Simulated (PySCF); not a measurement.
Constitutional and geometric isomers with formula C2H10Si2. Isolated molecules, 0 K electronic values unless said otherwise. One relaxed conformer stands for each flexible species; it need not be the lowest. Strings in code marks are SMILES.

Quantity: vertical ionisation energy (energy after one electron is removed minus that of the parent at the parent's geometry), in eV.

A: `CC([SiH3])[SiH3]`
B: `C[SiH2][SiH2]C` (C–Si–Si–C torsion 180°)
C: `C[SiH](C)[SiH3]`

### Question
Put the candidates in order of vertical ionisation energy (energy after one electron is removed minus that of the parent at the parent's geometry), lowest first, for B3LYP/6-31G* // TPSSh-D3(BJ)/def2-TZVP (PySCF).

### Answer
B (9.58 eV), C (9.63 eV), A (10.10 eV)
